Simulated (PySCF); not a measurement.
## Distorted geometries of BiCl3

BiCl3 (singlet). PySCF 2.14.0, RKS PBE, Bi def2-SVP with ECP60, Cl def2-SVP; non-relativistic Hamiltonian with scalar-relativistic core potentials where named; density fitting; no spin-orbit coupling. Relaxed geometry:

```xyz
4

Bi    0.0000    0.0000    0.5084
Cl    2.2057    0.0000   -0.6387
Cl   -1.1028    1.9102   -0.6387
Cl   -1.1029   -1.9102   -0.6387
```

Problem. Order these distorted geometries by energy above the relaxed one, lowest first.
A.
```xyz
4

Bi   -0.0225    0.2942    0.4469
Cl    2.1369   -0.1581   -0.6364
Cl   -1.0421    1.8024   -0.3899
Cl   -1.0723   -1.9385   -0.8283
```
B.
```xyz
4

Bi   -0.0269   -0.1480    0.3979
Cl    2.2895   -0.0665   -0.5937
Cl   -1.1594    2.0281   -0.5683
Cl   -1.1032   -1.8135   -0.6435
```
C.
```xyz
4

Bi    0.1186   -0.0979    0.3792
Cl    2.0995   -0.1468   -0.7446
Cl   -1.0984    1.9623   -0.6283
Cl   -1.1197   -1.7176   -0.4140
```

Solution. B (0.65 eV), C (1.29 eV), A (3.27 eV).

Problem. Which forces (eV/Å) act in the one that lies 0.65 eV up?

Solution. 
```
Bi   2.02  4.64  2.25
Cl  -0.28 -0.11 -0.07
Cl   0.48 -1.00  0.28
Cl  -2.21 -3.53 -2.46
```
Forces carry noise of the integration grid, about 0.01 to 0.03 eV/Å.
